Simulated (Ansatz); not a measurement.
Reaction (redistribution): `[F][SnH]([SiH3])[Cl]` + `N[SiH]1C=N1` → `[NH2][SnH]([F])[Cl]` + `[SiH3][SiH]1C=N1`

Program: Ansatz. Geometries: PBE0-D4/def2-TZVP. ΔE: electronic, gas phase. CBS: MP2 limit from def2 TZ/QZ plus the TZ coupled-cluster correction, frozen cores. Functionals use def2-TZVPP. B3LYP here is the variant with VWN-RPA as its local correlation; programs differ in this. HSE06 is defined as in plane-wave codes. def2 core potentials past Kr. For Sn outer-core shells are correlated without core-valence functions, which leaves a few kJ/mol of doubt a bond. Each species was taken in one conformer, which may not be the lowest.

CCSD(T)/CBS gives +0.82 eV.

(1) Another level gave +0.87 eV. Which?
A. HF/def2-TZVPP
B. CAM-B3LYP-D4/def2-TZVPP
C. B3LYP/def2-TZVPP
D. HSE06-D4/def2-TZVPP

Largest T1 diagnostic among the species: 0.017.

Results:

(1) C. B3LYP 0.87, HSE06-D4 0.82, CAM-B3LYP-D4 0.92, HF/def2-TZVPP 1.04 eV.

At CCSD(T), def2-SVP lies −0.11 eV from the extrapolated value and def2-TZVPP −0.05 eV. From BLYP to BHLYP (50 % exact exchange), in def2-TZVPP and without D4, ΔE moves by +0.18 eV. Leaving LDA and LC-ωPBE aside and taking each functional with its dispersion term where it has one, the values, not all of them listed here, spread over 0.27 eV, from revPBE-D4 to BHLYP-D4. LDA lies +0.09 eV from PBE without D4.
